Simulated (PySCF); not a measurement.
# input.py for N2Sb⁻

Input:

```python
from pyscf import gto, scf, mp

mol = gto.M(
    atom='Sb 0 0 0; N 0 0 1.8065; N 0 0 -1.8065',
    basis='x2c-svpall',
    charge=-1,
    spin=0,
    verbose=4,
)
mf = scf.RHF(mol)
mf = mf.sfx2c1e()
mf.kernel()
mp.MP2(mf, frozen=20).kernel()
mf.dip_moment()
print('orbital energies (hartree):', mf.mo_energy[..., max(0, mol.nelec[1]-3):mol.nelec[0]+3].round(4))
```

```bash
$ OMP_NUM_THREADS=1 python input.py
```

It prints (some set-up lines and the per-cycle HOMO/LUMO lines with their warnings removed):

```
PySCF version 2.14.0

[INPUT] Symbol           X                Y                Z      unit          X                Y                Z       unit  Magmom
[INPUT]  1 Sb     0.000000000000   0.000000000000   0.000000000000 AA    0.000000000000   0.000000000000   0.000000000000 Bohr   0.0
[INPUT]  2 N      0.000000000000   0.000000000000   1.806500000000 AA    0.000000000000   0.000000000000   3.413790244027 Bohr   0.0
[INPUT]  3 N      0.000000000000   0.000000000000  -1.806500000000 AA    0.000000000000   0.000000000000  -3.413790244027 Bohr   0.0

nuclear repulsion = 216.328464026803
number of shells = 9
number of NR pGTOs = 153
number of NR cGTOs = 64
basis = x2c-svpall
ecp = {}

******** <class 'pyscf.x2c.sfx2c1e.sfX2C1eRHF'> ********
method = sfX2C1eRHF
initial guess = minao
damping factor = 0
level_shift factor = 0
DIIS = <class 'pyscf.scf.diis.CDIIS'>
SCF conv_tol = 1e-09
SCF max_cycles = 50

******** <class 'pyscf.x2c.sfx2c1e.SpinFreeX2CHelper'> ********
approx = 1e
xuncontract = 1
Initial guess from minao.
init E= -6585.86210353581
cycle= 1 E= -6585.88220794673  delta_E= -0.0201  |g|= 0.533  |ddm|= 2.58
cycle= 2 E= -6585.89294965513  delta_E= -0.0107  |g|= 0.49  |ddm|= 1.01
cycle= 3 E= -6585.95570554142  delta_E= -0.0628  |g|= 0.0349  |ddm|= 0.548
cycle= 4 E= -6585.95623539156  delta_E= -0.00053  |g|= 0.00861  |ddm|= 0.0602
cycle= 5 E= -6585.95627907216  delta_E= -4.37e-05  |g|= 0.00165  |ddm|= 0.0206
cycle= 6 E= -6585.95628143451  delta_E= -2.36e-06  |g|= 0.00049  |ddm|= 0.00476
cycle= 7 E= -6585.95628168009  delta_E= -2.46e-07  |g|= 0.000197  |ddm|= 0.0017
cycle= 8 E= -6585.95628171731  delta_E= -3.72e-08  |g|= 3.48e-05  |ddm|= 0.000867
cycle= 9 E= -6585.95628171809  delta_E= -7.79e-10  |g|= 3.37e-06  |ddm|= 0.000155
Extra cycle  E= -6585.95628171809  delta_E= -1.82e-12  |g|= 2.06e-06  |ddm|= 5.81e-06
converged SCF energy = -6585.95628171809

******** <class 'pyscf.mp.mp2.RMP2'> ********
nocc = 13, nmo = 44
frozen orbitals 20
E(RMP2) = -6586.5007936469  E_corr = -0.544511928807761
E(SCS-RMP2) = -6586.47046723636  E_corr = -0.514185518275748
E_corr(same-spin) = -0.16064861110796
E_corr(oppo-spin) = -0.383863317699801
Dipole moment(X, Y, Z, Debye): -0.00000, -0.00000,  0.00000
orbital energies (hartree): [-0.1678 -0.101  -0.101   0.2737  0.2907  0.2907]
```

In short: E(SCF) = -6585.956282 Eh, 9 cycles, E(MP2) − E(SCF) = -0.54451 Eh.

Run time: 3 s on 1 thread of Arm Neoverse N1 (shared host), peak memory 0.14 GiB.

The basis has no diffuse functions, which an anion needs. The dipole of an ion depends on the origin.
